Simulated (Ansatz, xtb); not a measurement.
**Ranking isomers of C4H2F2N2**

6 gas-phase structures of C4H2F2N2, from a drawn sample of its isomers (lower ones may exist). Each was relaxed with GFN2-xTB:

A. `Fc1ccnc(F)n1`, a singlet
B. `Fc1cncc(F)n1`, a singlet
C. `Fc1ccnnc1F`, a singlet
D. `Fc1cnnc(F)c1`, a singlet
E. `Fc1nccnc1F`, a singlet
F. `Fc1ccc(F)nn1`, a singlet

Make a reasoned guess at their ranking by r2SCAN-D4/def2-SVP single-point energy.

Calculated order at r2SCAN-D4/def2-SVP: A (0.0), B (9.8), E (12.2), F (32.5), D (36.2), C (39.2) kcal/mol.

Energies above the lowest of each column, in kcal/mol; the last columns are at B3LYP-D3(BJ)/def2-SVP geometries and were run for some of them only (a dash: not run or not comparable):

```csv
structure,GFN2-xTB,HF/STO-3G,r2SCAN-D4/def2-SVP,B3LYP-D3(BJ)/def2-SVP,CCSD(T)/def2-SVP + ΔMP2/def2-TZVPP
A,0.0,0.0,0.0,0.0,0.0
B,8.8,6.3,9.8,9.0,9.7
E,12.1,9.0,12.2,11.2,11.5
F,23.7,23.1,32.5,–,–
D,24.7,24.5,36.2,–,–
C,28.4,27.0,39.2,–,–
```

Every level run on A puts it lowest or level with the lowest. Frequencies (GFN2-xTB) were run for A, B, E alone. ΔMP2 is the change of the MP2 energy from the smaller to the larger basis.

Over these structures GFN2-xTB departs from r2SCAN-D4/def2-SVP by 5.0 kcal/mol on average once a common shift is removed. A GFN2-xTB relaxation took about 0.11 s and the r2SCAN-D4/def2-SVP energy about 3.2 s on a shared host (Ansatz 0.2.0, xtb 6.7.1).
